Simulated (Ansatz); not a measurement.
One change: `CSC(=N)O` becomes `N=C(O)[CH2][SnH3]`.

Ansatz, PBE0-D4/def2-TZVP geometries, multiplicity 1. Each molecule was computed in one conformer, which needn't be the lowest.

Elements past krypton have def2 core potentials.

| property | `CSC(=N)O` |
| --- | --- |
| HOMO–LUMO gap (B3LYP/def2-TZVPP) / eV | 6.80 |
| HOMO energy (B3LYP/def2-TZVPP) / eV | -6.69 |
| HOMO–LUMO gap (ωB97M-V/def2-TZVPP) / eV | 11.28 |
| HOMO energy (PBE0/def2-TZVPP) / eV | -6.91 |
| LUMO energy (ωB97M-V/def2-TZVPP) / eV | 2.19 |
| HOMO–LUMO gap (PBE0/def2-TZVPP) / eV | 7.32 |

Question: What does the change do to each property? (Best estimate.)

Answer: The calculation gave: 
```
                               property  `N=C(O)[CH2][SnH3]`  shift
  HOMO–LUMO gap (B3LYP/def2-TZVPP) / eV                 6.98   0.18
    HOMO energy (B3LYP/def2-TZVPP) / eV                -7.42  -0.73
HOMO–LUMO gap (ωB97M-V/def2-TZVPP) / eV                11.15  -0.13
     HOMO energy (PBE0/def2-TZVPP) / eV                -7.64  -0.73
  LUMO energy (ωB97M-V/def2-TZVPP) / eV                 1.28  -0.91
   HOMO–LUMO gap (PBE0/def2-TZVPP) / eV                 7.46   0.14
```

With PBE0 the HOMO falls by 0.73 eV and the LUMO falls by 0.59 eV, so the gap widens by about 0.14 eV. PBE moves the HOMO by -0.61 eV and ωB97M-V by -0.79 eV. The zero-point energy changes by 24.5 kJ/mol with +6 modes.

Positive LUMOs are unbound, so they and the gaps depend on the basis.

B3LYP here is the variant with VWN-RPA as its local correlation; programs differ in this.
